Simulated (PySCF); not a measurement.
All values below come from PBE-D3(BJ)/def2-TZVP // r2SCAN-D4/def2-TZVP (PySCF). Isolated molecules, 0 K electronic values unless said otherwise. Excitations are Tamm–Dancoff values on a coarser integration grid. The basis has no diffuse functions, so Rydberg states are missing or too high.

Reference species (SMILES): `[CH3][Al]([CH3])[CH3]` (neutral, multiplicity 1).

```yaml
S1–T1 gap (TDA): 0.28 eV
S1 oscillator strength: 0.000
HOMO: -6.27 eV
HOMO–LUMO gap: 5.14 eV
```

Changed species: `[CH3][Al]([CH3])[SiH3]` (1 of 3 CH3 replaced by SiH3; the reference has 0 of 3 CH3 replaced by SiH3).

**Question.** Predict the effect on the S1–T1 gap (TDA), S1 oscillator strength, HOMO and HOMO–LUMO gap.

**Answer.** the S1–T1 gap (TDA) rises by 0.40 eV, to 0.68 eV; the S1 oscillator strength goes up by 0.011, to 0.011; the HOMO rises by 0.22 eV, to -6.05 eV; the HOMO–LUMO gap decreases by 1.20 eV, to 3.94 eV.
